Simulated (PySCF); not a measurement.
# What settings do to a single point of [TlCl2]−

The sound run of [TlCl2]− (singlet) uses PySCF 2.14.0, RKS PBE, Tl def2-SVP with ECP60, Cl def2-SVP; non-relativistic Hamiltonian with scalar-relativistic core potentials where named; density fitting; no spin-orbit coupling, grid (50, 194), threshold 1e-8 Eh and 55 cycles, at the relaxed geometry:

```xyz
3

Tl   -0.9893    0.0000    0.0000
Cl    0.7020    0.0000    2.0785
Cl    0.7020    0.0000   -2.0785
```

There Tl1 has a Mulliken charge of 0.03 e and the dipole about the centre of mass is 5.27 D. Each run below changes one thing and starts from free metal ions and neutral atoms unless it says otherwise; with 55 cycles, smearing, a level shift and second-order steps follow where DIIS fails, and their cycles count. Energy shifts count from the sound run.

```tsv
change	outcome	cycles	energy shift (eV)	largest force component (eV/Å)	charge on Tl1 (e)	dipole about the centre of mass (D)
all coordinates × 0.94	converged	11	0.18	1.68	-0.03	4.04
start from a density of up to 30 smeared cycles (not counted)	converged	7	0.0000	0.00	0.03	5.27
threshold 1e-05	converged	9	0.0000	0.01	0.04	5.27
spin (2S) set to 3, limit 87 cycles	refused	–	–	–	–	–
```

Task: How does the run with this change end: cycle limit 8?

Result: outcome not converged, cycles 8.

Forces carry noise of the integration grid, about 0.01 to 0.03 eV/Å.
